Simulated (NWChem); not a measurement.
# CsBr; SMILES [Br][Cs]

Results from NWChem. All runs use the structure optimised with PBE0-D3(BJ)/def2-TZVP. def2 effective core potentials on Cs; no spin-orbit coupling. Level BLYP/def2-SVP: energy and gradient; each run changes one setting, and changes count from the defaults (medium grid, exact Coulomb integrals, symmetry on).

Q: Which setting moves the energy most, and by about how much (tight SCF thresholds and tolerances; extra-fine grid; defaults; Coulomb fitting, Weigend set)?

A: Coulomb fitting, Weigend set, by about 80 μHa.
```json
[
 {"setting": "defaults", "size of the energy change (μHa)": "< 10", "largest change of a gradient component (μHa/bohr)": "< 30"},
 {"setting": "extra-fine grid", "size of the energy change (μHa)": "< 10", "largest change of a gradient component (μHa/bohr)": "< 30"},
 {"setting": "Coulomb fitting, Weigend set", "size of the energy change (μHa)": "80", "largest change of a gradient component (μHa/bohr)": "< 30"},
 {"setting": "tight SCF thresholds and tolerances", "size of the energy change (μHa)": "< 10", "largest change of a gradient component (μHa/bohr)": "< 30"}
]
```
